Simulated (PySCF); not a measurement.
TeSF₄, singlet: computed properties

All numbers come from PySCF, PBE0, basis Te def2-SVP with ECP28, S def2-SVP, F def2-SVP (scalar-relativistic core potentials, no spin–orbit coupling, density fitting).

The structure is a minimum.

```xyz
6
charge 0 multiplicity 1, angstrom
Te    0.0000    0.0000   -0.0582
S     0.0000    0.0000    2.1375
F     1.8785    0.0000   -0.3975
F     0.0000    1.4958   -1.2126
F    -1.8785    0.0000   -0.3975
F     0.0000   -1.4958   -1.2126
```

```
Point group                                                                   : C2v
Bond lengths                                                                  : Te–F 1.890 Å (×2), Te–F 1.909 Å (×2), Te–S 2.196 Å
Bond angles                                                                   : F–Te–F 83.8° (×4), F–Te–F 104.7°, F–Te–F 159.5°, F–Te–S 100.2° (×2), F–Te–S 127.7° (×2)
Atomisation energy without zero-point energy                                  : 1423 kJ/mol
Principal polarisabilities                                                    : 35.9, 39.7, 65.6 bohr³
Entropy at 298.15 K and 1 bar                                                 : 362.4 J/(mol K)
Dipole moment                                                                 : 1.50 D
Rotational symmetry number                                                    : 2
Rotational constants                                                          : 0.07694, 0.05746, 0.04923 cm⁻¹
Zero-point energy                                                             : 27.9 kJ/mol
Enthalpy at 298.15 K above 0 K                                                : 21.91 kJ/mol
Principal quadrupole moments (Buckingham, traceless) about the centre of mass : -5.92, 2.03, 3.89 D Å
Highest occupied level                                                        : -8.85 eV
Heat capacity Cp at 298.15 K                                                  : 106.3 J/(mol K)
Lowest empty level                                                            : -4.72 eV
```

Harmonic modes (masses in u: Te 129.906, S 31.972, F 18.998):
```
symmetry  ω (cm⁻¹)  IR (km/mol)
      b2       102          1.6
      a1       105          0.6
      b1       195          6.7
      b2       234         21.1
      a1       278         51.1
      a2       296          0.0
      b1       309         19.5
      a1       479         15.1
      a1       619          1.1
      a1       677         85.8
      b1       684          118
      b2       686         70.7
```

In C2v the vibrations span 3b2 + 5a1 + 3b1 + a2. The a2 mode carries no infrared intensity, as symmetry demands.

Charges (e):
```json
{"atom": "Te1", "Mulliken": "1.58", "Löwdin": "1.26", "polar tensor": "2.56", "Mayer order to Te1": "–"}
{"atom": "S2", "Mulliken": "-0.19", "Löwdin": "-0.12", "polar tensor": "-0.31", "Mayer order to Te1": "1.62"}
{"atom": "F3,5", "Mulliken": "-0.36", "Löwdin": "-0.30", "polar tensor": "-0.56", "Mayer order to Te1": "0.86"}
{"atom": "F4,6", "Mulliken": "-0.33", "Löwdin": "-0.27", "polar tensor": "-0.57", "Mayer order to Te1": "0.88"}
```

Mulliken populations on Te1 (electrons outside its core potential): s 3.42, p 8.23, d 10.76.

Outer orbital energies (eV). occupied: -13.10, -12.46, -12.39, -12.21, -11.99, -11.83, -9.31, -8.85; empty: -4.72, -2.50, -0.19, 0.41.

Counting electrons, tellurium keeps none of its valence electrons outside its bonds, so the VSEPR class is AX5 and the expected shape is trigonal bipyramidal; with unlike ligands the computed point group is C2v.

Other isomers or separated fragments may lie lower.

The final relaxation and frequency run took 2.4 min on 2 threads of a shared Arm Neoverse N1 host, with 100 basis functions and 21 gradients; the process peaked at 1.5 GiB.
